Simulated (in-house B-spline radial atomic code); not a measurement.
## Binding energies in Fe XIII (Fe12+)

NIST's tabulated ground configuration is [Ne] 3s2 3p2; each binding energy is the energy of the ion with one electron taken from that subshell, relaxed, less that of the parent. All numbers are computed (Dirac-Hartree-Fock, average of configuration; Fermi nucleus of rms radius 3.7377 fm) with an all-electron radial atomic-structure program (B-spline basis), not measured. Energies include first-order Breit, QED and recoil terms.

```json
{"subshell": "1s", "X-ray name": "K", "binding energy (eV)": "7495", "-ε (eV)": "7531.4", "relaxation (eV)": "24.9"}
{"subshell": "2s", "X-ray name": "L1", "binding energy (eV)": "1219.1", "-ε (eV)": "1224.9", "relaxation (eV)": "4.8"}
{"subshell": "3s", "X-ray name": "M1", "binding energy (eV)": "391.2", "-ε (eV)": "391.8", "relaxation (eV)": "0.4"}
{"subshell": "3p", "X-ray name": "M2,3", "binding energy (eV)": "356.2", "-ε (eV)": "356.7", "relaxation (eV)": "0.4"}
```

Relaxation = -ε minus the binding energy without Breit, QED and recoil terms.

**Question.** What does it cost to remove both a 2s and a 3p electron?

**Answer.** 1618.4 eV, which is 43.1 eV more than the two single binding energies together.

**Question.** What does it cost to remove both a 3s and a 3p electron?

**Answer.** 777.8 eV, which is 30.46 eV more than the two single binding energies together.

**Question.** What does it cost to remove two 1s electrons?

**Answer.** 15389 eV, which is 399.2 eV more than the two single binding energies together.
